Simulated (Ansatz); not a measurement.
def2 core potentials replace the inner electrons of Sb.

Cartesian coordinates (Å):
SMILES: C[C](C)(C)[Sb]([OH])[OH]
```xyz
18

C     -0.9543     0.9982    -1.1117
C     -0.3590    -0.1050    -0.2340
C     -0.9986    -1.4653    -0.5194
C     -0.4683     0.2573     1.2463
Sb     1.7929    -0.2600    -0.7701
O      2.3525    -1.3474     0.8163
O      2.0843     1.5758     0.0085
H     -0.4573     1.9633    -0.9279
H     -2.0317     1.1230    -0.8954
H     -0.8650     0.7642    -2.1868
H     -0.9346    -1.7380    -1.5866
H     -2.0707    -1.4532    -0.2492
H     -0.5165    -2.2660     0.0653
H     -0.0801    -0.5496     1.8900
H     -1.5281     0.4053     1.5252
H      0.0806     1.1835     1.4734
H      1.9749    -0.9813     1.6309
H      2.9791     1.8952    -0.1746
```
Charge 0, multiplicity 1.

### Question
Give the HOMO–LUMO gap, HOMO and dipole moment at the level PBE0-D3(BJ)/def2-TZVP // B3LYP-D3(BJ)/def2-SVP (Ansatz, a first-principles code).

### Answer

```
Property          Value
-------------  --------
HOMO–LUMO gap   6.04 eV
HOMO           -6.77 eV
dipole moment    1.41 D
```
